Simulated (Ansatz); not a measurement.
Input file for Ansatz (a quantum-chemistry and plane-wave program): R-wB97X-V/def2-TZVPP on O3 (SMILES O=[O+][O-]).

Ansatz 0.2 input:
```yaml
crystal:
  periodic: [false, false, false]
  atoms:
    - {symbol: O, position_ang: [-0.00000000, 0.00000000, -0.42859659]}
    - {symbol: O, position_ang: [1.07614515, 0.00000000, 0.21429829]}
    - {symbol: O, position_ang: [-1.07614515, -0.00000000, 0.21429829]}
basis:
  gaussian:
    orbitals: def2-TZVPP
hamiltonian:
  xc: {name: wB97X-V}
scf: {lower_state_search: off}
```

Program output:

```
WARN ansatz: RAYON_NUM_THREADS=4 ignored (pool sized by the plan → 4); use --threads N
Functional definition: wB97X-V
these checks for a lower state are left out or cut short: stability, starts, cluster_reference, orbital_swaps, neighbouring_geometries, increment
integrals: 0.02 GiB planned
453 factors; their error is unknown
integrals: 0.06 GiB planned
81 factors; integrals over basis functions are off by at most 7.2e-5 eV
mean field: 0.28 GiB planned
mean field evaluation 1: about -6129.9656 eV, gradient 5.3e1 eV
mean field evaluation 2: about -6125.4393 eV, gradient 8.1e1 eV
mean field evaluation 4: about -6134.2327 eV, gradient 9.4e-1 eV
mean field evaluation 8: about -6134.2482 eV, gradient 3.2e-1 eV
mean field evaluation 16: about -6134.2483 eV, gradient 1.3e-5 eV
mean field -6134.24827055 eV, -225.4294660000 hartree, gradient 1.1e-6 eV, S^2 0.000000; 0 other end points of the search recorded, 0 dependent functions left out
reference -6134.24826980 eV, -225.4294659723 hartree; 12, 12 occupied and 81, 81 virtual orbitals, 453 factors
Total energy: -6134.24826980 eV, -225.4294659723 hartree
Checks for a lower state left out: stability, starts, cluster_reference, orbital_swaps, neighbouring_geometries, increment
```

The calculation finished and met its thresholds.

Cost: very roughly 1.7 core-seconds.
